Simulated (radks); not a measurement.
Q: The sulfur ion S+, 15 electrons, occupied as [Ne] 3s2 3p3 (the NIST ground configuration). All-electron calculation, scalar-relativistic Kohn-Sham, r2SCAN, spin-polarised, spherical densities, finite nucleus; open shells are filled with parallel spins first; meta-GGA in the generalised Kohn-Sham scheme; Fermi nuclear charge, rms radius 3.2611 fm. Program: a radial shooting solver on a logarithmic mesh with Libxc functionals. Some entries of the table are withheld. Estimate them.

orbital,occ.,eigenvalue (hartree),<r> (bohr)
1s up,1,-89.34207,0.09688
1s down,1,-89.31876,0.09686
2s up,1,(1),0.4768
2s down,1,(2),0.4770
2p up,3,-6.28124,0.4415
2p down,3,-6.25432,0.4416
3s up,1,-1.10160,1.638
3s down,1,-0.93206,1.658
3p up,3,-0.67842,(3)
3p down,0,-0.51961,(4)

A: 
(1) 2s up eigenvalue (hartree): -8.37967
(2) 2s down eigenvalue (hartree): -8.36614
(3) 3p up <r> (bohr): 1.865
(4) 3p down <r> (bohr): 1.912
